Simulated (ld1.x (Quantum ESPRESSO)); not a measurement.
# Varying the TM potential for O (Z = 8)

Base potential:

```
Element                 : O (Z = 8)
Generator               : ld1.x (Quantum ESPRESSO) 7.5
Type                    : norm-conserving Troullier–Martins (Kleinman–Bylander form)
Functional              : PBE
Relativity              : scalar-relativistic
Frozen core             : [He]
Valence charge          : 6
Reference configuration : 2s2 2p4
Partial waves           : 2s (bound): rc 0.85 bohr; 2p (bound): rc 1.45 bohr; 3d channel at 0.15 Ry: rc 1.35 bohr
Local potential         : all-electron potential smoothed inside 0.65 bohr (lloc = -1)
Core correction         : none
```

All-electron outer shells of the reference configuration (PBE, scalar-relativistic, ld1.x):

| shell | level (eV) | outermost node (bohr) | outermost maximum (bohr) |
| --- | --- | --- | --- |
| 1s | -514.70 | – | 0.13 |
| 2s | -23.96 | 0.28 | 0.87 |
| 2p | -9.03 | – | 0.82 |

Cutoffs, loose and tight: the cutoffs (Ry, on a coarse ladder) from which the occupation-weighted sum of valence levels, in a spherical-Bessel basis at the reference potential, stays within 10 and 1 mRy of its value at 400 Ry. They do not see the model core or the augmentation charge, which bear on the density cutoff. Test errors are all-electron minus pseudo excitation energies from the reference, over the configurations 2s2 2p3; 2s2 2p2; 2s2 2p1; 2s2 2p0; 2s0 2p6; 2s1 2p4; 2s2 2p3.5. A dash means not determined; rows that change the core or the reference have their own tests. The largest error is taken over the tests solved by every variant that gives reliable tests at all: 2s2 2p1; 2s2 2p2; 2s2 2p3.

```csv
change,outcome,"cutoff, loose","cutoff, tight",bound ghosts,largest test error (meV)
base,generated,80 Ry,180 Ry,none,+677
"type PAW; waves now 2s (bound): rcut 0.75, rcutus 0.85 bohr; 2s channel at 1.95 Ry: rcut 0.75, rcutus 0.85 bohr; 2p (bound): rcut 1.25, rcutus 1.45 bohr; 2p channel at 1.45 Ry: rcut 1.25, rcutus 1.45 bohr; 3d channel at 0.15 Ry: rcut 1.15, rcutus 1.35 bohr; local potential all-electron potential smoothed inside 0.85 bohr (lloc = -2); core correction a·sin(br)/r model core, default radius (ld1.x builds one for every PAW set, though the input has nlcc=.false.); augmentation BESSEL, radius 0.65 bohr",generated,35 Ry,60 Ry,none,-15
"all radii scaled by about 0.85 (s 0.72, p 1.24, d 1.14 bohr); local potential all-electron potential smoothed inside 0.56 bohr (lloc = -1)",generated,90 Ry,200 Ry,none,+387
local potential all-electron potential smoothed inside 0.95 bohr (lloc = -2),generated,80 Ry,180 Ry,none,+651
wave 2s (bound): rc 0.85 bohr becomes 2s (bound): rc 1.20 bohr,generated,70 Ry,110 Ry,none,+804
core correction a·sin(br)/r model core inside 0.42 bohr,generated,80 Ry,180 Ry,none,+686
wave 3d channel at 0.15 Ry: rc 1.35 bohr becomes 3d channel at 0.15 Ry: rc 1.88 bohr,generated,80 Ry,180 Ry,none,+677
functional LDA (PZ),generated,80 Ry,180 Ry,none,+720
local potential all-electron potential smoothed inside 0.62 bohr (lloc = -1),generated,80 Ry,180 Ry,none,+678
```

Q: What comes out with this change to the base: reference 2s1.75 2p4.25?

A: outcome: generated; cutoff, loose: 80 Ry; cutoff, tight: 180 Ry; bound ghosts: none; largest test error (meV): +2275.

Q: What comes out with this change to the base: wave 2p (bound): rc 1.45 bohr becomes 2p (bound): rc 1.24 bohr?

A: outcome: generated; cutoff, loose: 90 Ry; cutoff, tight: 180 Ry; bound ghosts: none; largest test error (meV): +397.
